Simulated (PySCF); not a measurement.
Species: C7H9NO (charge +1 and doublet state).
Cartesian coordinates in Å at the GFN2-xTB level; atoms count from 1:
```xyz
18
C7H9NO angstrom
C      2.5568   -0.6509   -0.1965
C      1.0949   -1.0005   -0.1066
O      0.7087   -2.1380    0.0104
C      0.1908    0.1459   -0.1364
C      0.4104    1.4562   -0.5241
C     -0.8304    2.0986   -0.4917
C     -1.7728    1.1603   -0.0232
N     -1.1619    0.0174    0.2356
C     -1.7461   -1.1714    0.7595
H      3.1468   -1.5354    0.0326
H      2.8153    0.1609    0.4782
H      2.7612   -0.3355   -1.2205
H      1.3332    1.8848   -0.8608
H     -1.0430    3.1041   -0.7996
H     -2.8260    1.3018    0.1351
H     -2.8293   -1.1417    0.6549
H     -1.3386   -2.0449    0.2291
H     -1.4787   -1.3053    1.8124
```

The hyperfine couplings belong to this conformer and change with its torsions.

The species is `[C+]1(C(C)=O)[CH]C=CN1C` [radical] (charge +1).

Method used: PySCF, UKS B3LYP, pcH-1 on C H N O, non-relativistic, mean-field spin-orbit, GIAO. Geometry: GFN2-xTB, one conformer, isolated ion. The geometry wasn't refined by DFT: couplings that depend on bond lengths, twists or pyramidal angles can differ widely from those at the functional's own minimum, by a factor of two or more for some ions and for spin on atoms past the first row. The frame is twisted about the C2–C4 bond at this geometry (dihedral O3–C2–C4–N8 = 13°); couplings at other torsion angles weren't computed. No stability test was run, so a lower SCF solution isn't excluded.

(1) What is the g tensor, term by term?

(2) How much does each term add to the isotropic shift?

(3) What effective moment and Curie constant follow for a powder?

(4) At 9.358 GHz, how far is the centre of the isotropic spectrum from where a free electron (g = 2.002319) resonates?

(5) In a frozen sample, at which fields do the three g values resonate at 9.5, 34, 94 and 263 GHz (hyperfine left aside), and which band first spreads them over more than twice a line width of 1.0 mT?

Answers

(1) 
| Δg (ppt) | 1 | 2 | 3 |
| --- | --- | --- | --- |
| relativistic mass correction | -0.17 | -0.17 | -0.17 |
| gauge correction | 0.00 | 0.04 | 0.03 |
| orbital Zeeman/spin–orbit | 0.14 | 0.96 | 11.27 |
| total | -0.03 | 0.83 | 11.14 |

So g = 2.00229, 2.00315, 2.01346 and g_iso = 2.00630; the tensor is close to axial: the two nearest values differ by 8 % of g3 − g1. Axes: g2 points within 13° of the C5–C6 bond.

(2) The orbital-Zeeman/spin–orbit term 4.13, the mass correction -0.17 and the gauge correction 0.02 ppt, for a total of 3.98 ppt. The orbital-Zeeman/spin–orbit term is the largest in size. The mass correction is the same along every axis, so the anisotropy comes from the other two: their spans along these axes are 0.04 (gauge) and 11.13 ppt (orbital Zeeman/spin–orbit).

(3) With the mean of g² = 4.0253 and S(S+1) = 0.75: μ_eff = √(⟨g²⟩S(S+1)) = 1.738 μB and χT = 0.12505·⟨g²⟩·S(S+1) = 0.378 cm³ K/mol (cgs; spin-Hamiltonian part alone).

(4) B = hν/(g μB) with μB/h = 13.99624 MHz/mT gives 333.92 mT for the free electron and 333.25 mT at g_iso, 0.66 mT lower.

(5) 
```
band    GHz  B(g3) mT  B(g2) mT  B(g1) mT  spread mT
   X    9.5    337.11    338.84    338.99       1.88
   Q   34.0   1206.49   1212.70   1213.22       6.73
   W   94.0   3335.60   3352.76   3354.20      18.60
   J  263.0   9332.59   9380.59   9384.62      52.03
```

The spread grows in proportion to the frequency. Q band is the first where it exceeds 2.0 mT.

The largest Mulliken spin populations are on C4 (+0.50), C6 (+0.33), C7 (+0.32) and O3 (+0.16). Four atoms exceed +0.15.

The HOMO–LUMO gaps are 5.27 eV among the α and 1.61 eV among the β orbitals.

The SMILES draws the unpaired electron on C5; the largest computed Mulliken spin population is on C4 (0.50 against -0.15).
